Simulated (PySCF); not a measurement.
Radial density of V (vanadium, neutral)

UHF, [Ar] 3d3 4s1 4p1, one real determinant (an excited configuration). Computed with PySCF 2.14 in dyall-av2z (16s12p7d2f, 101 functions), with no relativity, point nucleus.

| r (bohr) | 4πr²ρ (e/bohr) | 4πr²(ρα − ρβ) |
| --- | --- | --- |
| 0.00129 | 0.1606 | 0.0000 |
| 0.00217 | 0.4369 | 0.0001 |
| 0.00365 | 1.154 | 0.0003 |
| 0.00613 | 2.915 | 0.0008 |
| 0.0103 | 6.803 | 0.0018 |
| 0.0173 | 13.96 | 0.0035 |
| 0.0292 | 23.10 | 0.0052 |
| 0.0491 | 27.27 | 0.0035 |
| 0.0826 | 22.08 | -0.0014 |
| 0.139 | 23.25 | 0.0212 |
| 0.234 | 29.38 | 0.1693 |
| 0.393 | 13.90 | 0.7573 |
| 0.661 | 10.39 | 1.9392 |
| 1.11 | 9.099 | 2.0063 |
| 1.87 | 1.995 | 1.0803 |
| 3.14 | 0.7231 | 0.7135 |
| 5.29 | 0.2427 | 0.2427 |
| 8.90 | 0.01782 | 0.0178 |
| 15.0 | 1.390e-05 | 0.0000 |

⟨L²⟩ = 14.02 against 20 for a pure G term, so this real determinant mixes terms.
